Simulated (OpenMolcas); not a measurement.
# What dynamic correlation does to the levels of F2+

```json
{
 "Program": "OpenMolcas 26.06",
 "Basis": "ANO-RCC-VQZP [5s4p3d2f1g]",
 "Scalar Hamiltonian": "DKH2, point nucleus",
 "Active space": "5 electrons in 8 orbitals (2s 2p 3s 3p)",
 "State averaging": "2S+1 = 4 odd, 1 root; 2S+1 = 2 odd, 8 roots; 2S+1 = 4 even, 3 roots; 2S+1 = 2 even, 9 roots",
 "Spin-orbit coupling": "state interaction with AMFI integrals over the reference wave functions, term energies averaged over their components"
}
```

Methods on the same reference wave functions:
A. CASSCF
B. SS-CASPT2, IPEA 0.25 Eh, imaginary shift 0.1 Eh (closed shells correlated: 1s)

Energies in cm-1 above 2s2 2p3 4S* 3/2, the measured ground level; measured values from Moore, Atomic Energy Levels, vol. I, NSRDS-NBS 35 (1971 reprint of NBS Circular 467, 1949).

```csv
Level,A,B,Measured
2s2 2p3 4S* 3/2,0.0,0.0,0.0
2s2 2p3 2D* 3/2,37894,34910,
2s2 2p3 2D* 5/2,37915,34930,
2s2 2p3 2P* 1/2,51047,52180,
2s2 2p3 2P* 3/2,51065,52190,
2s 2p4 4P 5/2,152387,152340,151898
2s 2p4 4P 3/2,152674,152630,152235
2s 2p4 4P 1/2,152844,152800,152410
2s 2p4 2D 3/2,221291,211920,210256
2s 2p4 2D 5/2,221305,211940,210240
2s 2p4 2S 1/2,255419,250310,248260
```

Deviations, from unrounded energies. A percentage is the sum of absolute deviations over the sum of measured energies, with the sign that they share, or ± where signs differ.

| Against measurement | Levels | A | B |
| --- | --- | --- | --- |
| mean absolute deviation (cm-1) | 6 | 5100 | 1100 |
| other configurations (%) | 6 | +2.7 | +0.6 |

B lies closest to measurement on these levels. The largest miss of B in the table is 2s 2p4 2S 1/2, by +2100 cm-1. The ranking rests on the paired levels alone, and a cruder setting can come out closer through cancelling errors.

From A to B the spin-free energies of the other terms of 2s2 2p3 shown, above 4S*, scale by factors of 0.92 to 1.02.

The lowest spin-free term lies below A's lowest term by 0.098 hartree in B.

CASPT2 breaks the degeneracy within a term, and the mean is taken; among the terms shown or strongly mixed into the levels shown the widest spread is 94 cm-1 (2s 2p4 2D, B). Active for correlation alone: 3p 3s; no level in the range computed is led by a configuration that fills them, so any true level of that kind is missing. Computed and measured levels are paired by configuration, term and J; levels that our copy of the source lacks, or whose pairing is in doubt (as where it misses far off the trend of its configuration), stay unpaired and out of the deviations. Only configurations of the active space appear. Levels that lie high or do not pair safely by name in every column are left out.

* marks odd parity.
